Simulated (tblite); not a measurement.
Run record: tight-binding relaxation, `[AlH2][S][C@H]([CH2][GeH3])C1CC1`.

Computed with GFN2-xTB geometry optimisation, gas phase (tblite 0.8.0). Start geometry: from a force field or distance geometry. A driver script takes a list of jobs; this job's settings line and coordinates (Å) are shown.

Command:
```bash
OMP_NUM_THREADS=1 python probes_run.py task.json out
```

Input:
```
{"job": {"kind": "relax", "xc": "GFN2-xTB", "basis": "xTB"}, "charge": 0, "multiplicity": 1}
Al    -1.321300     2.848100    -0.579800
S     -0.407600     1.496400     0.942600
C      0.191700    -0.090500     0.319300
C      1.344400     0.045600    -0.648200
Ge     2.809300     0.891100     0.324000
C     -0.878100    -0.933900    -0.308400
C     -2.073600    -1.417000     0.418300
C     -0.913800    -2.336600     0.265400
H     -2.313800     2.174300    -1.646400
H     -1.843900     4.281300    -0.013100
H      0.573700    -0.631200     1.199300
H      1.648300    -0.994100    -0.971200
H      1.097100     0.592200    -1.539700
H      2.887500     0.215300     1.715500
H      2.498100     2.421900     0.441500
H      4.162200     0.639000    -0.351000
H     -0.953700    -0.867700    -1.413800
H     -2.377600    -0.998500     1.390400
H     -2.941000    -1.649700    -0.252900
H     -0.888500    -3.157800    -0.466200
H     -0.308200    -2.511100     1.174000
```

Task: Give the output.

Result: 
```
step      E/eV     max force
  0    -640.62268    1.809
  1    -640.82032    1.340
  2    -640.97304    1.055
  3    -641.06556    0.767
  4    -641.13472    0.573
  5    -641.18551    0.396
  6    -641.22190    0.363
  7    -641.23876    0.304
  8    -641.25021    0.244
  9    -641.25746    0.172
... (142 lines left out)
152    -641.56696    0.019
153    -641.56704    0.019
154    -641.56711    0.016
155    -641.56716    0.014
156    -641.56719    0.015
157    -641.56721    0.013
158    -641.56724    0.012
159    -641.56727    0.013
160    -641.56730    0.012
161    -641.56732    0.009
```

«max force» is the largest atomic force in eV/Å.

Task: From which step on does the largest force stay under 0.1 eV/Å, and how much energy is left to gain from there?

Result: From step 104 (0.079 eV/Å), 22.8 meV above the end.

In short: energy lowered by 21.8 kcal/mol over 161 steps; largest atomic force 0.009 eV/Å at the end.

The run took 1.8 s wall on one thread, Arm Neoverse V1 (aarch64), no GPU, shared host.
Labels such as C1 count atoms from 1, the log's own numbers from 0.
